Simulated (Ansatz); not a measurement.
A structure relaxed at PBE0-D4/def2-TZVP, charge 0, multiplicity 1:

```json
{"atom": "O1", "x (Å)": "1.262", "y (Å)": "0.589", "z (Å)": "-0.436"}
{"atom": "Ge2", "x (Å)": "-0.250", "y (Å)": "-0.200", "z (Å)": "-0.061"}
{"atom": "Cl3", "x (Å)": "-0.080", "y (Å)": "-1.363", "z (Å)": "1.709"}
{"atom": "Cl4", "x (Å)": "-1.796", "y (Å)": "1.227", "z (Å)": "0.236"}
{"atom": "Cl5", "x (Å)": "-0.695", "y (Å)": "-1.433", "z (Å)": "-1.711"}
{"atom": "H6", "x (Å)": "1.559", "y (Å)": "1.180", "z (Å)": "0.263"}
```

Problem. Give its formula and SMILES.

Solution. Cl3GeHO, `[OH][Ge]([Cl])([Cl])[Cl]`.

Problem. Point group (tolerance 0.08 Å, 0.16 Å for H)?

Solution. Cs.

Problem. Summarise the bond lengths by kind.

Solution. 1 × Ge–O 1.746 Å; 1 × H–O 0.962 Å; 3 × Cl–Ge 2.108 to 2.124 Å.

Program: Ansatz 0.2.0.
